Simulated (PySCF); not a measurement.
PySCF 2.14 output of a UHF calculation on a single atom or ion in aug-cc-pVDZ-DK, with scalar relativity by spin-free X2C-1e:

```
SCF conv_tol = 1e-09
number electrons alpha = 13  beta = 9
cycle= 1 E= -852.621046227381  delta_E= -0.00435  |g|= 0.0176  |ddm|= 0.0529
cycle= 2 E= -852.62115953001  delta_E= -0.000113  |g|= 0.0029  |ddm|= 0.00856
cycle= 3 E= -852.621162879507  delta_E= -3.35e-06  |g|= 0.000123  |ddm|= 0.00193
cycle= 4 E= -852.62116290066  delta_E= -2.12e-08  |g|= 2.45e-05  |ddm|= 0.000664
cycle= 5 E= -852.621162901523  delta_E= -8.63e-10  |g|= 3.35e-06  |ddm|= 0.000364
converged SCF energy = -852.621162901523  <S^2> = 6.002372  2S+1 = 5.0009487
```

The run itself started from symmetry-adapted Hartree-Fock orbitals and held the occupation by maximum overlap, so the iterations belong to that start.

Which element, charge and spin multiplicity is this?

Ti (titanium, neutral), multiplicity 5; the state was [Ar] 3d2 4s1 5s1, high-spin 5F determinant (an excited configuration).

The outer electron is Rydberg-like, and this basis confines it to a smaller radius and binds it less than a complete one would.
